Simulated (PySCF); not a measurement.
GaI3 (SMILES [I][Ga]([I])[I]), singlet, geometry from GFN2-xTB (such geometries of metal compounds can be far from the true shape) (core potentials on I), with bond 3-1 at 1.6 times its length; DF-SVWN5/def2-SV(P) (PySCF).

Input for PySCF:
```python
from pyscf import gto, scf, dft

mol = gto.Mole()
mol.atom = '''
    Ga    0.000000    0.000000   -0.000000
    I    -2.059714   -1.430075   -0.046663
    I     0.025077    3.543831   -1.882101
    I     2.044041   -0.784819    1.222976
'''
mol.basis = 'def2-sv(p)'
mol.ecp = {'I': 'def2-sv(p)'}
mol.charge = 0
mol.spin = 0
mol.verbose = 4
mol.build()

mf = dft.RKS(mol)
mf.xc = 'lda,vwn'
mf = mf.density_fit(auxbasis='def2-universal-jkfit')
mf.kernel()
mf.analyze()
```

Output, abridged:

```
PySCF version 2.14.0

[INPUT] verbose = 4
[INPUT] num. atoms = 4
[INPUT] num. electrons = 106
[INPUT] charge = 0
[INPUT] spin (= nelec alpha-beta = 2S) = 0
[INPUT] symmetry False subgroup None
[INPUT] Mole.unit = angstrom
[INPUT] Symbol           X                Y                Z      unit          X                Y                Z       unit  Magmom
[INPUT]  1 Ga     0.000000000000   0.000000000000   0.000000000000 AA    0.000000000000   0.000000000000   0.000000000000 Bohr   0.0
[INPUT]  2 I     -2.059714000000  -1.430075000000  -0.046663000000 AA   -3.892295354932  -2.702450087587  -0.088180290151 Bohr   0.0
[INPUT]  3 I      0.025077000000   3.543831000000  -1.882101000000 AA    0.047388662026   6.696870021744  -3.556655428770 Bohr   0.0
[INPUT]  4 I      2.044041000000  -0.784819000000   1.222976000000 AA    3.862677677382  -1.483092967355   2.311089696916 Bohr   0.0

nuclear repulsion = 621.505248094671
number of shells = 42
number of NR pGTOs = 257
number of NR cGTOs = 110
basis = def2-sv(p)
ecp = {'I': 'def2-sv(p)'}

******** <class 'pyscf.df.df_jk.DFRKS'> ********
method = DFRKS
initial guess = minao
damping factor = 0
level_shift factor = 0
DIIS = <class 'pyscf.scf.diis.CDIIS'>
diis_start_cycle = 1
diis_space = 8
diis_damp = 0
SCF conv_tol = 1e-09
SCF conv_tol_grad = None
SCF max_cycles = 50
direct_scf = False
XC library pyscf.dft.libxc version 7.1.2
    S. Lehtola, C. Steigemann, M. J. T. Oliveira, and M. A. L. Marques,  SoftwareX 7, 1–5 (2018)
XC functionals = lda,vwn
    P. A. M. Dirac,  Math. Proc. Cambridge Philos. Soc. 26, 376 (1930)
    F. Bloch,  Z. Phys. 57, 545 (1929)
    S. H. Vosko, L. Wilk, and M. Nusair,  Can. J. Phys. 58, 1200 (1980)
radial grids:
    Treutler-Ahlrichs [JCP 102, 346 (1995); DOI:10.1063/1.469408] (M4) radial grids

becke partition: Becke, JCP 88, 2547 (1988); DOI:10.1063/1.454033
pruning grids: <function nwchem_prune>
grids dens level: 3
symmetrized grids: False
atomic radii adjust function: <function treutler_atomic_radii_adjust>
small_rho_cutoff = 0
Set gradient conv threshold to 3.16228e-05
Initial guess from minao.
tot grids = 86784
init E= -2719.76975711323
  HOMO = -1.52329852391531  LUMO = -1.21332313612712  gap/eV = 8.43486
cycle= 1 E= -2808.14299146658  delta_E= -88.4  |g|= 5.78  |ddm|= 15.3
  HOMO = -0.0337755144383329  LUMO = -0.000238538795100746  gap/eV = 0.91259
cycle= 2 E= -2797.35881591582  delta_E= 10.8  |g|= 7.17  |ddm|= 22.8
  HOMO = 0.0503373941320858  LUMO = 0.052564924310885  gap/eV = 0.06061
cycle= 3 E= -2804.20082147914  delta_E= -6.84  |g|= 5.09  |ddm|= 26.4
  HOMO = -0.236616580988045  LUMO = -0.159228414783527  gap/eV = 2.10584
cycle= 4 E= -2813.18497733923  delta_E= -8.98  |g|= 1.47  |ddm|= 17.7
  HOMO = -0.225875799316215  LUMO = -0.188137637528367  gap/eV = 1.02691
cycle= 5 E= -2806.78654056741  delta_E=  6.4  |g|= 2.41  |ddm|= 6.16
  HOMO = -0.228379769402196  LUMO = -0.221597258954646  gap/eV = 0.18456
cycle= 6 E= -2812.94676189475  delta_E= -6.16  |g|= 1.11  |ddm|= 5.79
  HOMO = -0.134774144450396  LUMO = -0.12424385729438  gap/eV = 0.28654
cycle= 7 E= -2810.98746169682  delta_E= 1.96  |g|= 1.67  |ddm|= 4.33
  HOMO = -0.182826772591288  LUMO = -0.178404763749508  gap/eV = 0.12033
cycle= 8 E= -2813.25120975454  delta_E= -2.26  |g|= 0.55  |ddm|= 3.62
  HOMO = -0.246792480666624  LUMO = -0.201461930548566  gap/eV = 1.23351
cycle= 9 E= -2813.44435470422  delta_E= -0.193  |g|= 0.322  |ddm|= 2.76
  HOMO = -0.218597749299857  LUMO = -0.21164144040578  gap/eV = 0.18929
cycle= 10 E= -2813.53841735219  delta_E= -0.0941  |g|= 0.0711  |ddm|= 1.03
  HOMO = -0.217251792775228  LUMO = -0.212577304350064  gap/eV = 0.12720
cycle= 11 E= -2813.53907220842  delta_E= -0.000655  |g|= 0.0609  |ddm|= 0.138
  HOMO = -0.214250943152384  LUMO = -0.212769294783122  gap/eV = 0.04032
cycle= 12 E= -2813.54120416123  delta_E= -0.00213  |g|= 0.0201  |ddm|= 0.11
  HOMO = -0.215042268669987  LUMO = -0.212941311851184  gap/eV = 0.05717
cycle= 13 E= -2813.54072920754  delta_E= 0.000475  |g|= 0.0309  |ddm|= 0.0509
  HOMO = -0.214721079292467  LUMO = -0.212941851295673  gap/eV = 0.04842
cycle= 14 E= -2813.5409969139  delta_E= -0.000268  |g|= 0.0233  |ddm|= 0.147
  HOMO = -0.214645389698978  LUMO = -0.212891433921182  gap/eV = 0.04773
cycle= 15 E= -2813.54059520561  delta_E= 0.000402  |g|= 0.0182  |ddm|= 0.503
  HOMO = -0.214983755051287  LUMO = -0.212535440293317  gap/eV = 0.06662
cycle= 16 E= -2813.54113586895  delta_E= -0.000541  |g|= 0.0197  |ddm|= 0.395
  HOMO = -0.214600742376822  LUMO = -0.212567711348287  gap/eV = 0.05532
cycle= 17 E= -2813.54103991985  delta_E= 9.59e-05  |g|= 0.012  |ddm|= 0.365
  HOMO = -0.214386422598137  LUMO = -0.212627001563528  gap/eV = 0.04788
cycle= 18 E= -2813.54143578705  delta_E= -0.000396  |g|= 0.00435  |ddm|= 0.319
  HOMO = -0.213931485244419  LUMO = -0.212671779893491  gap/eV = 0.03428
cycle= 19 E= -2813.54144966394  delta_E= -1.39e-05  |g|= 0.00238  |ddm|= 0.0632
  HOMO = -0.213877832946963  LUMO = -0.212753874839381  gap/eV = 0.03058
cycle= 20 E= -2813.54145544529  delta_E= -5.78e-06  |g|= 0.00165  |ddm|= 0.0672

WARN: HOMO -0.213700366107694 == LUMO -0.212816811552566

cycle= 21 E= -2813.54145896735  delta_E= -3.52e-06  |g|= 0.000737  |ddm|= 0.0396

WARN: HOMO -0.213654924496379 == LUMO -0.212817143556066

cycle= 22 E= -2813.54145985043  delta_E= -8.83e-07  |g|= 0.000471  |ddm|= 0.0268

WARN: HOMO -0.213607286155862 == LUMO -0.212839069111229

cycle= 23 E= -2813.54145952044  delta_E= 3.3e-07  |g|= 0.000565  |ddm|= 0.0229

WARN: HOMO -0.213607120519835 == LUMO -0.212837826463575

cycle= 24 E= -2813.54146043623  delta_E= -9.16e-07  |g|= 0.000197  |ddm|= 0.0175

WARN: HOMO -0.213606911217192 == LUMO -0.212837307783586

cycle= 25 E= -2813.54146050941  delta_E= -7.32e-08  |g|= 8.11e-05  |ddm|= 0.00443

WARN: HOMO -0.213606346207666 == LUMO -0.212834420851132

cycle= 26 E= -2813.54146052871  delta_E= -1.93e-08  |g|= 3.59e-05  |ddm|= 0.00182

WARN: HOMO -0.213607938345712 == LUMO -0.212834896134261

cycle= 27 E= -2813.54146052966  delta_E= -9.44e-10  |g|= 7.23e-06  |ddm|= 0.000327

WARN: HOMO -0.213607374668029 == LUMO -0.21283484093222

Extra cycle  E= -2813.54146047766  delta_E= 5.2e-08  |g|= 0.000126  |ddm|= 0.00322
SCF not converged.
SCF energy = -2813.54146047766
**** SCF Summaries ****
Total Energy =                       -2813.541460477663350
Nuclear Repulsion Energy =             621.505248094671060
One-electron Energy =                -5475.803663131537178
Two-electron Energy =                 2040.756954559202768
Two-electron Coulomb Energy =         2178.112360017445098
DFT Exchange-Correlation Energy =     -137.355405458242359
HOMO-LUMO gap [eV] =                     0.021021713698564
**** MO energy ****
MO #1   energy= -370.269034404423  occ= 2
MO #2   energy= -45.3291709421924  occ= 2
MO #3   energy= -40.2407527791133  occ= 2
MO #4   energy= -40.2395923675002  occ= 2
MO #5   energy= -40.2389878609678  occ= 2
MO #6   energy= -6.62627526978471  occ= 2
MO #7   energy= -6.62627452632452  occ= 2
MO #8   energy= -6.56158899904802  occ= 2
MO #9   energy= -5.33007835611099  occ= 2
MO #10  energy= -4.69852992868041  occ= 2
MO #11  energy= -4.69852840472486  occ= 2
MO #12  energy= -4.68765619280515  occ= 2
MO #13  energy= -4.68765480617694  occ= 2
MO #14  energy= -4.68659770648842  occ= 2
MO #15  energy= -4.68659694567247  occ= 2
MO #16  energy= -4.63629488984512  occ= 2
MO #17  energy= -4.62104984894173  occ= 2
MO #18  energy= -4.62094277220419  occ= 2
MO #19  energy= -3.67740434353566  occ= 2
MO #20  energy= -3.67409654802782  occ= 2
MO #21  energy= -3.67275583284844  occ= 2
MO #22  energy= -1.8465889882213   occ= 2
MO #23  energy= -1.84657725609376  occ= 2
MO #24  energy= -1.8433756073686   occ= 2
MO #25  energy= -1.84336921088816  occ= 2
MO #26  energy= -1.84255016629824  occ= 2
MO #27  energy= -1.84252360055772  occ= 2
MO #28  energy= -1.83356057748069  occ= 2
MO #29  energy= -1.83355746253803  occ= 2
MO #30  energy= -1.83354074371902  occ= 2
MO #31  energy= -1.8335335968143   occ= 2
MO #32  energy= -1.78269908845598  occ= 2
MO #33  energy= -1.77871477563751  occ= 2
MO #34  energy= -1.778615640016    occ= 2
MO #35  energy= -1.7664542783851   occ= 2
MO #36  energy= -1.76644751704898  occ= 2
MO #37  energy= -0.827714862062922 occ= 2
MO #38  energy= -0.826032896291182 occ= 2
MO #39  energy= -0.824979501537258 occ= 2
MO #40  energy= -0.824844917092431 occ= 2
MO #41  energy= -0.823400889843331 occ= 2
MO #42  energy= -0.685978847141979 occ= 2
MO #43  energy= -0.675922647451635 occ= 2
MO #44  energy= -0.60223995768434  occ= 2
MO #45  energy= -0.433437901169206 occ= 2
MO #46  energy= -0.338992828996035 occ= 2
MO #47  energy= -0.295625748730373 occ= 2
MO #48  energy= -0.295035061408458 occ= 2
MO #49  energy= -0.279954078335312 occ= 2
MO #50  energy= -0.273249187396037 occ= 2
MO #51  energy= -0.246960573937719 occ= 2
MO #52  energy= -0.213941912248753 occ= 2
MO #53  energy= -0.213607374668029 occ= 2
MO #54  energy= -0.21283484093222  occ= 0
MO #55  energy= -0.129975940951915 occ= 0
MO #56  energy= -0.0726527987537434 occ= 0
MO #57  energy= -0.0306341113480467 occ= 0
MO #58  energy= 0.0319323511057377 occ= 0
MO #59  energy= 0.117607609488127  occ= 0
MO #60  energy= 0.165853588747088  occ= 0
MO #61  energy= 0.188045472156179  occ= 0
Dipole moment(X, Y, Z, Debye): -0.02954, -4.09277,  2.17406
```

Convergence was not reached.
